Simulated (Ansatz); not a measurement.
Total energies of (H3Sn)2Se (Sn₂H₆Se) from Ansatz at PBE0-D4/def2-TZVP, gas phase (1 Eh = 27.2114 eV = 2625.5 kJ/mol). The reference geometry is relaxed at PBE0-D4/def2-SVP.

```tsv
state	geometry	energy (Eh)
charge 0 singlet	reference	-2833.50451
charge 1 doublet	reference	-2833.18721
free Sn atom (triplet)	–	-214.25870
free H atom (doublet)	–	-0.50104
free Se atom (triplet)	–	-2401.20505
```

In the def2 sets Sn takes a core potential; there is no spin–orbit coupling.

(1) Work out the vertical ionisation energy to the doublet.

(2) What is the binding energy per atom against free atoms?

(1) E(charge 1 doublet) − E(charge 0 singlet) = -2833.18721 − (-2833.50451) = 0.31730 Eh = 8.63 eV. For comparison, −ε of the highest occupied level is 6.82 eV at this level, 1.81 eV less.

(2) Atoms: 2 × (-214.25870) + 6 × (-0.50104) + 1 × (-2401.20505) = -2832.72869 Eh. Binding: -2832.72869 − (-2833.50451) = 0.77582 Eh = 21.11 eV, or 2.35 eV for each of 9 atoms (no zero-point energy, no counterpoise term).
